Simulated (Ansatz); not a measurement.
`F[SiH2]C=S` + H₂ → `C=S` + `F[SiH3]` at 500 K and 1 bar (hydrogenolysis of a C–Si bond).

Program: Ansatz. Geometries: PBE0-D4/def2-TZVP. ΔE: electronic, gas phase. CBS: MP2 limit from def2 TZ/QZ plus the TZ coupled-cluster correction, frozen cores. This one scheme is used for every species. Each species was taken in one conformer, which may not be the lowest.

```
     species  CCSD(T)/CBS energy (Eh)  H − E (kJ/mol)  S (J/(mol·K))
`F[SiH2]C=S`               -826.53208           130.7          366.5
          H₂                 -1.17544            41.0          145.5
       `C=S`               -436.98974            83.9          252.6
   `F[SiH3]`               -390.72345            94.1          267.5
```

H − E and S are ideal-gas, rigid-rotor, harmonic terms from PBE0-D4/def2-TZVP, for one conformer and one mirror image of each species. For small species the MP2-based limit differs from directly extrapolated CCSD(T) by up to some mEh (0.8 for H₂); such offsets cancel only in part. 1 Eh = 2625.50 kJ/mol, R = 8.31446 J/(mol·K).

By hand: ΔE, ΔH, ΔS and ΔG.

ΔE = (-436.98974) + (-390.72345) − (-826.53208) − (-1.17544) = -0.00567 Eh = -14.9 kJ/mol. Δ(H − E) = 83.9 + 94.1 − 130.7 − 41.0 = 6.3, so ΔH = -8.6 kJ/mol. ΔS = 252.6 + 267.5 − 366.5 − 145.5 = 8.1 J/(mol·K). ΔG = -8.6 − 500 × (8.1)/1000 = -12.6 kJ/mol.

By hand: the equilibrium constant, and the temperature at which ΔG would vanish if ΔH and ΔS stayed fixed.

log₁₀ K = −ΔG/(RT ln 10) = 1.3. ΔH and −TΔS have one sign here, so there is no such temperature.

TΔS isn't small against ΔH here. A doubt of 5 kJ/mol in ΔE shifts log₁₀ K by 0.5 here. Other conformers and mirror images would add mixing entropy, several J/(mol·K) or more a flexible species. These are equilibria of isolated gas molecules and say nothing of rates. Largest T1 diagnostic: 0.016 (customary marks: 0.02 for closed shells, 0.045 for open ones).

ΔS is within the doubt of such terms, so its sign, and with it that verdict, could turn.
